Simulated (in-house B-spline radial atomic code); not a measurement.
RPA and G0W0 for Te⁴⁺, [Kr] 4d10 5s2, as one setting changes: the highest l of the empty states. Start: Hartree-Fock. A dash marks a level of low quasi-particle weight. Computed with an all-electron radial atomic-structure program (B-spline basis): all electrons, scalar-relativistic (spin-free one-electron X2C), finite nucleus, each spin shell either full or empty, empty states to the listed l with an (l + 1/2)⁻⁴ tail; G0W0 by contour deformation at full frequency.

```tsv
highest l of the empty states	RPA summed (Eh)	RPA extrapolated (Eh)	G0W0 level (eV)
4	-2.9986	-3.5561	5s -58.60
5	-3.2572	-3.6173	5s -58.63
6	-3.3859	-3.6069	5s -58.61
7	-3.4554	-3.5975	5s -58.61
8	-3.4936	-3.5841	5s -58.61
9	?	?	?
10	?	?	?
11	-3.5398	-3.5712	5s -58.60
```

(1) What belongs in the row for 10?

(2) What belongs in the row for 9?

Results:

(1) RPA summed (Eh): -3.5304; RPA extrapolated (Eh): -3.5736; G0W0 level (eV): 5s -58.60.

(2) RPA summed (Eh): -3.5162; RPA extrapolated (Eh): -3.5774; G0W0 level (eV): 5s -58.60.
